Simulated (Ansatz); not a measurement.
`NC#[C][GeH3]` + BH₃ → GeH₄ + `BC#CN` at 400 K and 1 bar (redistribution).

Gas-phase electronic energies from Ansatz, PBE0-D4/def2-TZVP geometries. CBS: MP2 limit from def2 TZ/QZ plus the TZ coupled-cluster correction, frozen cores. This one scheme is used for every species. For Ge outer-core shells are correlated without core-valence functions, which leaves a few kJ/mol of doubt a bond. Scalar relativity is left out up to krypton. One conformer a species, not always the lowest.

| species | CCSD(T)/CBS energy (Eh) | H − E (kJ/mol) | S (J/(mol·K)) |
| --- | --- | --- | --- |
| `NC#[C][GeH3]` | -2209.84954 | 186.3 | 374.6 |
| BH₃ | -26.55200 | 82.6 | 199.4 |
| GeH₄ | -2078.49493 | 93.6 | 231.8 |
| `BC#CN` | -157.93223 | 174.3 | 312.2 |

H − E and S are ideal-gas, rigid-rotor, harmonic terms from PBE0-D4/def2-TZVP, for one conformer and one mirror image of each species. 1 Eh = 2625.50 kJ/mol, R = 8.31446 J/(mol·K).

By hand: ΔE, ΔH, ΔS and ΔG.

ΔE = (-2078.49493) + (-157.93223) − (-2209.84954) − (-26.55200) = -0.02562 Eh = -67.3 kJ/mol. Δ(H − E) = 93.6 + 174.3 − 186.3 − 82.6 = -1.0, so ΔH = -68.3 kJ/mol. ΔS = 231.8 + 312.2 − 374.6 − 199.4 = -30.0 J/(mol·K). ΔG = -68.3 − 400 × (-30.0)/1000 = -56.3 kJ/mol.

By hand: the equilibrium constant, and the temperature at which ΔG would vanish if ΔH and ΔS stayed fixed.

log₁₀ K = −ΔG/(RT ln 10) = 7.4. ΔG = 0 at ΔH/ΔS = 2277 K.

ΔH outweighs TΔS. A doubt of 5 kJ/mol in ΔE shifts log₁₀ K by 0.7 here. Other conformers and mirror images would add mixing entropy, several J/(mol·K) or more a flexible species. Modes under 60 cm⁻¹, often nearly free rotors, make the harmonic entropy too high. These are equilibria of isolated gas molecules and say nothing of rates. Largest T1 diagnostic: 0.015 (customary marks: 0.02 for closed shells, 0.045 for open ones).
